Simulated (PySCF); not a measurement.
# EPR parameters of C5H11OS

Species: C5H11OS (doublet state).
Atom-mapped SMILES: `[CH3:1][O:2][CH:3][CH2:4][CH2:5][CH2:6][SH:7]` (hydrogens: H8, H9, H10 on C1; H11 on C3; H12, H13 on C4; H14, H15 on C5; H16, H17 on C6; H18 on S7)

Structure used (GFN2-xTB), in Å, numbered top down from 1:
```xyz
18
C5H11OS angstrom
C      2.7663   -0.0417   -0.8907
O      1.7614    0.0589    0.0811
C      0.9165   -1.0178    0.1806
C     -0.2242   -0.8830    1.1115
C     -1.5053   -0.3195    0.4485
C     -1.2955    1.1119   -0.0069
S     -2.7387    1.7716   -0.9130
H      3.3210    0.8947   -0.8642
H      3.4448   -0.8746   -0.6739
H      2.3415   -0.1864   -1.8911
H      0.8777   -1.7018   -0.6538
H      0.0683   -0.2192    1.9266
H     -0.4688   -1.8647    1.5252
H     -1.7754   -0.9413   -0.4075
H     -2.3250   -0.3620    1.1705
H     -0.4693    1.1796   -0.7126
H     -1.0926    1.7733    0.8354
H     -3.6114    1.6284    0.0826
```

The hyperfine couplings belong to this conformer and change with its torsions.

The calculation used PySCF 2.14.0, UKS B3LYP, pcH-1 on C H O S, non-relativistic, mean-field spin-orbit, GIAO. One conformer (not necessarily the lowest) at the GFN2-xTB geometry, without solvent, vibrations or thermal averaging. A GFN2-xTB geometry isn't a minimum of the functional, and hyperfine couplings can be far from their values at a DFT geometry. Stability of the SCF solution: not tested.

```json
{"g1, g2, g3": "2.00206, 2.00316, 2.00396", "g_iso": "2.00306", "Form of g": "rhombic: the two nearest values differ by 42 % of g3 − g1", "⟨S²⟩": "0.7535 (exact 0.7500)", "α and β electrons": "33, 32", "HOMO–LUMO gap, α and β orbitals": "5.12, 5.35 eV"}
```

Hyperfine couplings atom by atom, in mT; T1 to T3 are the principal values of the dipolar part (MHz turned into mT with g_iso):

```json
{"atom": "C1", "isotope": "13C", "a_iso": "-0.15", "of which spin–orbit": "0.00", "T1": "-0.05", "T2": "-0.03", "T3": "0.09", "Mulliken spin population": "-0.02"}
{"atom": "O2", "isotope": "17O", "a_iso": "-0.77", "of which spin–orbit": "0.00", "T1": "-2.26", "T2": "1.08", "T3": "1.18", "Mulliken spin population": "0.11"}
{"atom": "C3", "isotope": "13C", "a_iso": "4.81", "of which spin–orbit": "0.00", "T1": "-2.69", "T2": "-2.64", "T3": "5.33", "Mulliken spin population": "0.90"}
{"atom": "C4", "isotope": "13C", "a_iso": "-0.84", "of which spin–orbit": "0.00", "T1": "-0.07", "T2": "-0.04", "T3": "0.11", "Mulliken spin population": "-0.07"}
{"atom": "C5", "isotope": "13C", "a_iso": "2.59", "of which spin–orbit": "0.00", "T1": "-0.19", "T2": "-0.19", "T3": "0.38", "Mulliken spin population": "0.04"}
{"atom": "C6", "isotope": "13C", "a_iso": "-0.10", "of which spin–orbit": "0.00", "T1": "-0.02", "T2": "-0.01", "T3": "0.04", "Mulliken spin population": "0.00"}
{"atom": "S7", "isotope": "33S", "a_iso": "0.01", "of which spin–orbit": "0.00", "T1": "-0.02", "T2": "-0.01", "T3": "0.03", "Mulliken spin population": "0.00"}
{"atom": "H8", "isotope": "1H", "a_iso": "-0.07", "of which spin–orbit": "0.00", "T1": "-0.12", "T2": "-0.09", "T3": "0.21", "Mulliken spin population": "0.00"}
{"atom": "H9", "isotope": "1H", "a_iso": "0.45", "of which spin–orbit": "0.00", "T1": "-0.15", "T2": "-0.12", "T3": "0.27", "Mulliken spin population": "0.02"}
{"atom": "H10", "isotope": "1H", "a_iso": "0.39", "of which spin–orbit": "0.00", "T1": "-0.13", "T2": "-0.12", "T3": "0.24", "Mulliken spin population": "0.01"}
{"atom": "H11", "isotope": "1H", "a_iso": "-1.57", "of which spin–orbit": "0.00", "T1": "-1.25", "T2": "-0.01", "T3": "1.26", "Mulliken spin population": "-0.04"}
{"atom": "H12", "isotope": "1H", "a_iso": "0.44", "of which spin–orbit": "0.00", "T1": "-0.18", "T2": "-0.15", "T3": "0.33", "Mulliken spin population": "0.01"}
{"atom": "H13", "isotope": "1H", "a_iso": "1.62", "of which spin–orbit": "0.00", "T1": "-0.20", "T2": "-0.16", "T3": "0.36", "Mulliken spin population": "0.02"}
{"atom": "H14", "isotope": "1H", "a_iso": "-0.09", "of which spin–orbit": "0.00", "T1": "-0.17", "T2": "-0.07", "T3": "0.24", "Mulliken spin population": "0.00"}
{"atom": "H15", "isotope": "1H", "a_iso": "0.37", "of which spin–orbit": "0.00", "T1": "-0.12", "T2": "-0.06", "T3": "0.18", "Mulliken spin population": "0.01"}
{"atom": "H16", "isotope": "1H", "a_iso": "0.00", "of which spin–orbit": "0.00", "T1": "-0.13", "T2": "-0.10", "T3": "0.23", "Mulliken spin population": "0.00"}
{"atom": "H17", "isotope": "1H", "a_iso": "0.02", "of which spin–orbit": "0.00", "T1": "-0.07", "T2": "-0.04", "T3": "0.11", "Mulliken spin population": "0.00"}
{"atom": "H18", "isotope": "1H", "a_iso": "0.01", "of which spin–orbit": "0.00", "T1": "-0.02", "T2": "-0.02", "T3": "0.04", "Mulliken spin population": "0.00"}
```

The largest Mulliken spin populations are on C3 (+0.90), O2 (+0.11) and C4 (-0.07). C3 is the only atom above +0.15. The positive populations add up to 1.12 and the negative ones to -0.12, together 2S = 1. The angles at C3 add up to 355.4°, so it is nearly planar; its axial dipolar tensor and the negative coupling of its proton fit spin in a p orbital normal to that plane.

Axes: g3 points within 7° of the C1–O2 bond.

Under fast tumbling the dipolar parts average out, and these isotropic splittings remain: 1 × 1H (H11, I = 1/2, 2 lines) with 1.57 mT, 2 × 1H (H12/H13, I = 1/2, 3 lines) with 1.03 mT, 3 × 1H (H8/H9/H10, I = 1/2, 4 lines) with 0.26 mT and 2 × 1H (H14/H15, I = 1/2, 3 lines) with 0.14 mT.

Means are taken over nuclei equivalent by connectivity, which assumes that they swap fast. The three 1H nuclei of mean +7.2 MHz run from -2.1 to 12.6 MHz in the frozen geometry. The 1H value of +28.9 MHz is a mean of couplings from 12.3 to 45.4 MHz in this one geometry, not an average over conformers. The 1H value of +3.9 MHz is a mean of couplings from -2.4 to 10.2 MHz in this one geometry, not an average over conformers.

The 17O coupling of O2 (-21.5 MHz) shows only in satellite lines or after enrichment, since that isotope makes up about 0.038 % of natural oxygen.

The 13C coupling of C3 (134.9 MHz) shows only in satellite lines or after enrichment, since that isotope makes up about 1.07 % of natural carbon.

β density exceeds α density at some nuclei, such as C4 (-0.0210), H11 (-0.0098) and C1 (-0.0037), spin density in bohr⁻³. In a single determinant that takes different orbitals for the two spins, that is spin polarisation.
